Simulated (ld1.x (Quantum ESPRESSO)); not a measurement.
## aluminium: one change to a TM potential, before and after

```
Element                 : aluminium (Al)
Generator               : ld1.x (Quantum ESPRESSO) 7.5
Type                    : norm-conserving Troullier–Martins (Kleinman–Bylander form)
Functional              : PBEsol
Relativity              : scalar-relativistic
Frozen core             : [Ne]
Valence charge          : 3
Reference configuration : 3s1 3p2
Partial waves           : 3p (bound): rc 2.90 bohr; 3d channel at -0.1 Ry: rc 2.40 bohr; 3s (bound): rc 1.80 bohr
Local potential         : the s channel
Core correction         : none
```

All-electron outer shells of the reference configuration (PBEsol, scalar-relativistic, ld1.x):

| shell | level (eV) | outermost node (bohr) | outermost maximum (bohr) |
| --- | --- | --- | --- |
| 2s | -109.67 | 0.16 | 0.50 |
| 2p | -71.35 | – | 0.43 |
| 3s | -8.53 | 0.80 | 2.06 |
| 3p | -3.32 | 0.81 | 2.58 |

Change: local potential the p channel.

Cutoffs: the cutoffs (Ry, on a coarse ladder) from which the occupation-weighted sum of valence levels, in a spherical-Bessel basis at the reference potential, stays within 10 and 1 mRy of its value at 400 Ry; they do not see the model core or the augmentation charge, which bear on the density cutoff. Errors are all-electron minus pseudo energies relative to the spin-unpolarised reference configuration.

Problem. Predict the effect on cutoff, ghosts and configuration errors.

Solution. The potential gets neither clearly harder nor softer (8 Ry and 25 Ry → 8 Ry and 25 Ry); of the 7 tests that both files solve, the error grows in 2 and shrinks in 0 by more than 15 % and 0.3 meV (median size 4.2 → 4.9 meV); the range in which the s phases agree widens (upper end 1.4 → at the end of the scan); neither file shows a bound ghost.

```tsv
quantity	base	changed
cutoff, loose	8 Ry	8 Ry
cutoff, tight	25 Ry	25 Ry
bound ghosts	none	none
error for 3s2 3p1, meV [ΔE -5.12 eV]	+5.1	+4.9
error for 3s2 3p0, meV [ΔE 0.62 eV]	-0.2	-0.3
error for 3s1 3p0, meV [ΔE 19.79 eV]	-4.2	-6.6
error for 3s2 3p1.3, meV [ΔE -5.69 eV]	+5.5	+5.0
error for 3s2 3p0.5, meV [ΔE -3.05 eV]	+3.5	+3.6
error for 3s0 3p3, meV [ΔE 5.29 eV]	+5.4	+5.1
error for 3s1 3p1, meV [ΔE 6.41 eV]	+0.2	-0.8
s: phases at 3.13 bohr within 0.05 rad from the reference energy up to (Ry; the scan ends near 5)	1.4	to the end of the scan
p: phases at 3.13 bohr within 0.05 rad from the reference energy up to (Ry; the scan ends near 5)	1.5	1.9
d: phases at 3.13 bohr within 0.05 rad from the reference energy up to (Ry; the scan ends near 5)	2.5	2.5
```
